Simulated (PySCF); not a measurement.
PySCF input (M06-2X/6-311+G**):

```python
from pyscf import gto, dft

mol = gto.M(
    atom='''
    C    -0.00000000   -0.00000000   -0.62581252
    N     0.00000000    0.00000000    0.53641073
    ''',
    basis='6-311+g**',
    charge=0,
    spin=1,
    symmetry='C2v',
    verbose=4,
)

mf = dft.UKS(mol, xc='m062x')
mf.grids.level = 4
mf.conv_tol = 1e-9
mf.max_cycle = 100
mf.max_memory = 1500
mf.kernel()
if not mf.converged:
    mf = mf.newton()
    mf.kernel(mf.make_rdm1())
mf.dip_moment()
```

From the output:

```
tot grids = 56488
init E= -92.8105250234591
alpha HOMO (A1) = -0.310486573257663  LUMO (B2) = 0.009209645502747
beta  HOMO (B1) = -0.385924256764281  LUMO (A1) = -0.310486573257663

WARN: HOMO -0.310486573257663 >= LUMO -0.310486573257663

WARN: alpha-A1 HOMO -0.310486573257663 > system LUMO -0.310486573257663

WARN: beta-A1 LUMO -0.310486573257663 < system HOMO -0.310486573257663

cycle= 1 E= -92.6640587200941  delta_E= 0.146  |g|= 0.24  |ddm|= 0.962
alpha HOMO (A1) = -0.463447922641087  LUMO (B1) = 0.00816497431599961
beta  HOMO (B1) = -0.45682660333179  LUMO (A1) = -0.248728719719715
  HOMO = -0.456826603332  LUMO = -0.24872871972  gap/eV = 5.66263
cycle= 2 E= -92.5699309659411  delta_E= 0.0941  |g|= 0.541  |ddm|= 0.423
alpha HOMO (B1) = -0.482529318713581  LUMO (B2) = 0.0115193758046697
beta  HOMO (B1) = -0.463767214003089  LUMO (A1) = -0.231973083472958
  HOMO = -0.463767214003  LUMO = -0.231973083473  gap/eV = 6.30744
cycle= 3 E= -92.696657311255  delta_E= -0.127  |g|= 0.0392  |ddm|= 0.278
alpha HOMO (B2) = -0.464581650827086  LUMO (B1) = 0.0243002026138662
beta  HOMO (B2) = -0.445933215084416  LUMO (A1) = -0.207815577139833
  HOMO = -0.445933215084  LUMO = -0.20781557714  gap/eV = 6.47951
cycle= 4 E= -92.6981472435429  delta_E= -0.00149  |g|= 0.0186  |ddm|= 0.0472
alpha HOMO (B2) = -0.46632128444537  LUMO (B1) = 0.0234790535502817
beta  HOMO (B2) = -0.447945554277874  LUMO (A1) = -0.201562840725586
  HOMO = -0.447945554278  LUMO = -0.201562840726  gap/eV = 6.70442
cycle= 5 E= -92.6993633008308  delta_E= -0.00122  |g|= 0.0173  |ddm|= 0.0466
alpha HOMO (B1) = -0.463132512898553  LUMO (B1) = 0.023897648416883
beta  HOMO (B1) = -0.445576257003179  LUMO (A1) = -0.191113107173933
  HOMO = -0.445576257003  LUMO = -0.191113107174  gap/eV = 6.92429
cycle= 6 E= -92.7008614706482  delta_E= -0.0015  |g|= 0.0088  |ddm|= 0.0802
alpha HOMO (B1) = -0.461347558976583  LUMO (B2) = 0.0241159617846612
beta  HOMO (B1) = -0.444742516850121  LUMO (A1) = -0.185177065105449
  HOMO = -0.44474251685  LUMO = -0.185177065105  gap/eV = 7.06314
cycle= 7 E= -92.7014268807324  delta_E= -0.000565  |g|= 0.00429  |ddm|= 0.0776
alpha HOMO (B1) = -0.461392401949618  LUMO (B2) = 0.0240778381962908
beta  HOMO (B1) = -0.445153429461681  LUMO (A1) = -0.190403607010929
  HOMO = -0.445153429462  LUMO = -0.190403607011  gap/eV = 6.93210
cycle= 8 E= -92.701427919994  delta_E= -1.04e-06  |g|= 0.00296  |ddm|= 0.0113
alpha HOMO (B1) = -0.460819060394553  LUMO (B1) = 0.0243740922257277
beta  HOMO (B1) = -0.444784580739963  LUMO (A1) = -0.186847102419364
  HOMO = -0.44478458074  LUMO = -0.186847102419  gap/eV = 7.01884
cycle= 9 E= -92.7014516235612  delta_E= -2.37e-05  |g|= 0.00209  |ddm|= 0.0193
alpha HOMO (B1) = -0.460948002781044  LUMO (B1) = 0.0243508280766079
beta  HOMO (B1) = -0.445121055524964  LUMO (A1) = -0.189948549090609
  HOMO = -0.445121055525  LUMO = -0.189948549091  gap/eV = 6.94360
cycle= 10 E= -92.7014559514079  delta_E= -4.33e-06  |g|= 0.00131  |ddm|= 0.00986
alpha HOMO (B1) = -0.460869365212706  LUMO (B2) = 0.0244046842840337
beta  HOMO (B2) = -0.445102341618821  LUMO (A1) = -0.189028802939291
  HOMO = -0.445102341619  LUMO = -0.189028802939  gap/eV = 6.96812
cycle= 11 E= -92.7014586353907  delta_E= -2.68e-06  |g|= 0.000653  |ddm|= 0.00257
alpha HOMO (B1) = -0.460828016888283  LUMO (B2) = 0.0244288981664858
beta  HOMO (B1) = -0.445085407863199  LUMO (A1) = -0.188488366903002
  HOMO = -0.445085407863  LUMO = -0.188488366903  gap/eV = 6.98236
cycle= 12 E= -92.7014592861109  delta_E= -6.51e-07  |g|= 5.17e-05  |ddm|= 0.00183
alpha HOMO (B2) = -0.460817043016611  LUMO (B1) = 0.0244343853753366
beta  HOMO (B2) = -0.445077268249743  LUMO (A1) = -0.18842353532245
  HOMO = -0.44507726825  LUMO = -0.188423535322  gap/eV = 6.98390
cycle= 13 E= -92.7014592884419  delta_E= -2.33e-09  |g|= 2.07e-05  |ddm|= 0.000187
alpha HOMO (B1) = -0.460820168048735  LUMO (B1) = 0.0244329239841116
beta  HOMO (B1) = -0.445081331468389  LUMO (A1) = -0.188441030957932
  HOMO = -0.445081331468  LUMO = -0.188441030958  gap/eV = 6.98354
cycle= 14 E= -92.7014592891724  delta_E= -7.3e-10  |g|= 2.02e-06  |ddm|= 6.3e-05
alpha HOMO (B1) = -0.460819432368878  LUMO (B2) = 0.0244333930234182
beta  HOMO (B1) = -0.445080725118279  LUMO (A1) = -0.188442818010891
  HOMO = -0.445080725118  LUMO = -0.188442818011  gap/eV = 6.98347
Extra cycle  E= -92.7014592891772  delta_E= -4.77e-12  |g|= 1.06e-06  |ddm|= 4.17e-06
converged SCF energy = -92.7014592891772  <S^2> = 0.76616598  2S+1 = 2.0161012
Dipole moment(X, Y, Z, Debye):  0.00000,  0.00000, -1.87691
```

The geometry given is a B3LYP-D3(BJ)/def2-TZVP minimum.
